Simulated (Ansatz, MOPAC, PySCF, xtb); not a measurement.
Complex: CH3F (SMILES CF) (first 5 atoms) with C2H6 (SMILES CC); geometry from B3LYP-D3(BJ)/def2-TZVP, rigid monomers moved along the line of their centres of mass till F2···H12 is 2.50 Å.
(charge 0, multiplicity 1):
```xyz
13

C     -0.524     0.491     0.504
F     -0.423    -0.846     0.875
H      0.281     1.049     0.984
H     -0.436     0.560    -0.580
H     -1.491     0.873     0.831
C     -0.674     0.300     3.852
C      0.741    -0.271     3.835
H     -1.048     0.405     4.872
H     -1.363    -0.346     3.307
H     -0.710     1.289     3.388
H      1.443     0.386     4.354
H      1.098    -0.407     2.813
H      0.778    -1.246     4.323
```

```csv
level,interaction energy (kcal/mol),cost
GFN-FF,-0.56,-
PM3,0.11,-
GFN1-xTB,-0.30,-
GFN2-xTB,-0.01,-
HF/6-31G*,2.07,-
PBE/def2-TZVPPD,0.60,×1
PBE-D3(BJ)/def2-TZVPPD,-0.74,×1
PBE-D4/def2-TZVPPD,-0.67,×1
r2SCAN-D3(BJ)/def2-TZVPPD,-0.93,×2
B3LYP/3-21G (no counterpoise),-2.97,-
B3LYP/6-31G*,1.47,-
B3LYP/6-311+G** (no counterpoise),1.18,-
B3LYP-D4/def2-TZVPPD,-0.49,×1
PBE0/def2-TZVPPD,0.56,×1
PBE0-D4/def2-TZVPPD,-0.58,×1
M06-2X/6-31G* (no counterpoise),-2.91,-
wB97X-V/def2-TZVPPD,-0.84,×3
MP2/6-31G* (no counterpoise),-1.64,-
SCS-MP2/aug-cc-pVDZ,0.21,-
CCSD(T)/aug-cc-pVDZ,-0.44,×10
```

The rows run from -2.97 (B3LYP/3-21G (no counterpoise)) to 2.07 kcal/mol (HF/6-31G*). The dispersion term adds -1.33 in PBE-D3(BJ), -1.27 in PBE-D4, -1.14 in PBE0-D4. The 3 functionals in def2-TZVPPD without D3 or D4 span 1.44, from wB97X-V to PBE.

Counterpoise-corrected where a basis set is named; no monomer relaxation. Rows marked so take none.

Correlated levels freeze the cores. Rows in 3-21G, 6-311+G**, 6-31G* carry no dispersion term and start afresh at each structure (6-31G* with six Cartesian d functions). MP2/6-31G* freezes PySCF's default core. The state that PM3 reach isn't checked.

Codes used: Ansatz (a first-principles code); MOPAC for PM3 (differences of heats of formation); PySCF for 3-21G rows, 6-311+G** rows, 6-31G* rows, the dispersion terms; xtb for the GFN methods. Each number belongs to the level named beside it.

Costs are rough ratios of core time to PBE/def2-TZVPPD (about 14 s over the structures, on one shared machine); a dash marks a level with no comparable run of its own.
